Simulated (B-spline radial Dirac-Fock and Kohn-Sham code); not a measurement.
# Run log: I

ΔSCF core binding energies without Breit or QED terms, calculated with a radial atomic solver. Keys: rel is the Hamiltonian (dirac, or spin-free x2c and nr, where L3 and M5 stand for the whole 2p and 3d shells), method is hf or an exchange,correlation pair (spin-unpolarised, also for the hole states), nuc the nuclear model, radius_factor scales its radius, rmax is the box in bohr, h the logarithmic mesh step, order the B-spline order, points the quadrature points per cell, c_factor scales the speed of light, and damp, ndamp, maxit and tol steer the iteration. The run stops when the commutator error falls below 10·tol·max(1, Z/10), or the numerical noise floor, and the energy has settled to about 1e-8 Ha; the virial ratio is −V/T.

Input (task.json):

```json
{"items": [{"Z": 53, "q": 0, "cfg": [[1, 0, 2], [2, 0, 2], [2, 1, 6], [3, 0, 2], [3, 1, 6], [3, 2, 10], [4, 0, 2], [4, 1, 6], [4, 2, 10], [5, 0, 2], [5, 1, 5]], "A": 127, "rrms": 4.75, "do": "settings", "holes": ["K", "L3", "M5"],
  "settings": [{"rel": "dirac", "method": "hf", "nuc": "fermi", "radius_factor": 1.0, "rmax": 45.0, "h": 0.3, "order": 8, "points": 10, "c_factor": 0.3667, "maxit": 85, "damp": 0.5, "ndamp": 3, "tol": 1e-08}]}]}
```

Command: `python xray2_run.py task.json out`

Ground-state iterations:

```
iter   energy (Ha)        error
   1   -11281.39350115  1.96e+01
   2   -11348.73691981  2.65e+00
   3   -11362.81571355  1.13e+00
   4   -11363.17621714  5.02e-01
   5   -11363.23698732  5.51e-02
   6   -11363.24023775  4.75e-03
   7   -11363.24030891  8.42e-04
   8   -11363.24031667  2.65e-04
   9   -11363.24031807  3.39e-05
  10   -11363.24031810  1.85e-06
  11   -11363.24031810  3.14e-07
```

The ground state converged in 11 iterations, with total energy -11363.24032 Ha, virial ratio 1.24010 and highest orbital energy -6.73 eV. ΔSCF binding energies: K (1s) 60084.6 eV, L3 (2p3/2) 4217.6 eV, M5 (3d5/2) 477.1 eV.

Q: One setting is unsound. Which, and why?

A: c_factor makes c so small that Zα exceeds 1, so any numbers that come out have no meaning. With the default settings (Dirac Hartree-Fock): The ground state converged in 10 iterations, with total energy -7115.79525 Ha, virial ratio 1.94344 and highest orbital energy -10.58 eV. ΔSCF binding energies: K (1s) 33292.6 eV, L3 (2p3/2) 4574.9 eV, M5 (3d5/2) 628.4 eV.
